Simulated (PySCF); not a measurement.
Species: C10H9P.
Atom-mapped SMILES: `[CH3:1][c:2]1[cH:3][p:4][cH:5][c:6]2[cH:7][cH:8][cH:9][cH:10][c:11]12`

Definitions: NICS(0) = −σiso at the ring centroid; NICS(1) = −σiso and NICS(1)zz = −σzz at ±1 Å along the ring normal z. Level: GIAO PBE0/pcSseg-1 (PySCF, non-relativistic, gas phase) on the GFN2-xTB geometry, one conformer.

Rings: 1. C2–C3–P4–C5–C6–C11; 2. C6–C7–C8–C9–C10–C11.

```tsv
set	NICS(0)	NICS(1), two faces	NICS(1)zz, two faces
P	-8.8	-11.8 / -11.8	-29.1 / -29.1
Q	-7.0	-10.5 / -10.5	-25.2 / -25.2
```

Question: Which set (ppm) belongs to which ring?

Answer: P = 2, Q = 1.
- 1 (6-membered ring with P; formal bonds all aromatic): mean NICS(1)zz -25.2 ppm, shielded.
- 2 (6-membered carbocycle; formal bonds all aromatic): mean NICS(1)zz -29.1 ppm, shielded. For a flat ring without four-coordinate atoms the NICS criterion counts such a value as aromatic, though in fused rings the probe also feels the neighbouring ring.

Question: How do the rings differ in shape?

Answer: 
| ring | bond lengths (Å) | rms pucker (Å) | HOMA | nearest outside atom to a NICS(1) probe (Å) |
| --- | --- | --- | --- | --- |
| 1 | 1.366, 1.753, 1.708, 1.406, 1.423, 1.427 | 0.00 | 0.79 | hydrogen 2.73 |
| 2 | 1.415, 1.365, 1.401, 1.368, 1.412, 1.423 | 0.00 | 0.84 | hydrogen 2.65 |

HOMA = 1 − mean of α(R − Ropt)² over the ring bonds, with Krygowski's 1993 parameters (CC: Ropt 1.388 Å, α 257.7 Å⁻²; CP: Ropt 1.698 Å, α 118.91 Å⁻²).

Time: 49 s of wall time; peak memory 1.0 GiB. Hardware: Arm Neoverse V2, one thread, shared host with 96 logical CPUs at a one-minute load of 18. This is the whole shielding run at PBE0/pcSseg-1, SCF included.
